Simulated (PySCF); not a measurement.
**Exercise with solution: chemical shift, span and skew from a shielding tensor**

GaH3OSe2, SMILES [OH][Ga]([SeH])[SeH]. Atoms are numbered in the order given.

```xyz
7

Ga    -0.5466     0.0040     0.0000
O     -2.3314     0.1252     0.0000
H     -2.8127    -0.7119     0.0000
Se     0.5060    -2.0933     0.0000
H      1.8470    -1.4781     0.0000
Se     0.5148     2.0817     0.0000
H      1.8548     1.4626     0.0000
```

Geometry optimised at B3LYP-D3(BJ)/def2-SVP. The values are those of a single conformer.

GIAO shieldings from HF/pcSseg-1 in PySCF, non-relativistic, no solvent. The symmetric part of the tensor of Se4 has the principal values 2136.1, 2145.1, 2443.3 ppm. The same nucleus in Me2Se has σ = 1942.8 ppm at this level (PySCF, at its B3LYP-D3(BJ)/def2-TZVP geometry).

### Question
Work out the isotropic shielding, the ⁷⁷Se shift against Me2Se, the span and the skew.

### Answer

σ(iso) = (σ11 + σ22 + σ33)/3 = 2241.5 ppm. δ = σ(ref) − σ(iso) = 1942.8 − (2241.5) = -298.7 ppm.
Span Ω = σ33 − σ11 = 307.2 ppm. Skew κ = 3(σ(iso) − σ22)/Ω = 0.94. Tumbling in solution averages the tensor to δ; in a static solid the shielding alone would spread this spin-1/2 line over Ω.
